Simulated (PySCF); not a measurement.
Molecule: CH7BNO2 (charge +1, singlet). It need not be the lowest isomer of its formula. SMILES: CNB(O)[OH2+]
Structure (B3LYP-D3(BJ)/def2-TZVP (Ansatz) minimum search):
```xyz
12

C      1.9868     0.3847     0.1735
N      0.8671    -0.5534     0.0347
B     -0.4764    -0.2879    -0.0360
O     -1.6060    -1.0010    -0.0967
O     -0.8793     1.1731    -0.0508
H      1.6431     1.3377     0.5768
H      2.7116    -0.0098     0.8827
H      2.4848     0.5537    -0.7818
H      1.1533    -1.5205    -0.0215
H     -1.5847    -1.9588    -0.0009
H     -0.3050     1.8735    -0.3998
H     -1.8282     1.3520    -0.1795
```
Charge +1, spin multiplicity 1.

Dispersion corrections to the total energy (kcal/mol) from the dftd3 and dftd4 libraries through PySCF: D3(BJ) without and D4 with the three-body term, each with the damping fitted for the functional named.

```
functional  D3(BJ)      D4
----------  ------  ------
BHLYP        -5.75       …
BP86         -6.75       …
HF          -36.28  -14.69
BLYP         -9.40   -8.57
B2PLYP       -3.40   -2.65
LC-wPBE          …   -4.17
PBE0         -3.86   -3.16
```

Q: Complete the blanks.

A: 
- BHLYP, D4: -4.11
- BP86, D4: -4.90
- LC-wPBE, D3(BJ): -4.07
